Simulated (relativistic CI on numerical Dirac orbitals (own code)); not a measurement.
Method of calculation: Dirac-Coulomb-Breit CI, orbitals from a KLI potential per configuration, model QED (radiative potential, 1s self-energy scaled to tabulated hydrogen-like ionisation energies), unscaled Slater integrals (own radial code, finite nucleus).

CI space (outside the closed core [Ne]): 3s2 3p6 3d6, 3s2 3p5 3d7, 3s2 3p4 3d8, 3s 3p6 3d7, 3p6 3d8, 3s 3p5 3d8, 3s2 3p6 3d5 4s, 3s2 3p6 3d5 4p, 3s2 3p4 3d7 4s, 3s2 3p6 3d5 4d, 3s2 3p4 3d7 4p, 3s2 3p5 3d6 4s, 3s2 3p6 3d5 4f, 3s2 3p4 3d7 4d, 3s 3p5 3d7 4s, 3s2 3p5 3d6 4p, 3s2 3p5 3d6 4d, 3s2 3p6 3d4 4s2, 3s 3p6 3d6 4s, 3p6 3d7 4s, 3p6 3d7 4p, 3s2 3p6 3d5 5s, 3p6 3d7 4d, 3s 3p6 3d5 4s2. Levels of other configurations are missing.

At this charge energies of transitions that change n are usually good to better than 1 %, and those within a shell (Δn = 0) to a few per cent.

Outline of the computed level scheme of Ir LIV. Lowest level of each configuration: 3s2 3p6 3d6 3F_4 at 0.000 eV; 3s2 3p5 3d7 5G°_6 at 418.198 eV.

Some strong electric-dipole decays among the lowest 45 levels: 3s2 3p5 3d7 3D°_3 → 3s2 3p6 3d6 3F_4 (2.3e+12 s⁻¹); 3s2 3p5 3d7 3F°_4 → 3s2 3p6 3d6 3F_4 (1.8e+12 s⁻¹); 3s2 3p5 3d7 3P°_2 → 3s2 3p6 3d6 3P_2 (1.1e+12 s⁻¹); 3s2 3p5 3d7 1P°_1 → 3s2 3p6 3d6 3P_2 (8.0e+11 s⁻¹); 3s2 3p5 3d7 3D°_3 → 3s2 3p6 3d6 3P_2 (6.0e+11 s⁻¹); 3s2 3p5 3d7 3G°_5 → 3s2 3p6 3d6 3F_4 (3.3e+11 s⁻¹); 3s2 3p5 3d7 1P°_1 → 3s2 3p6 3d6 3P_0 (3.1e+11 s⁻¹); 3s2 3p5 3d7 3D°_3 → 3s2 3p6 3d6 3P_2 (1.8e+11 s⁻¹).

LS names give the leading component of a level, which can be under half, so a name can repeat, a term be missing and a line seem to break the LS rules.
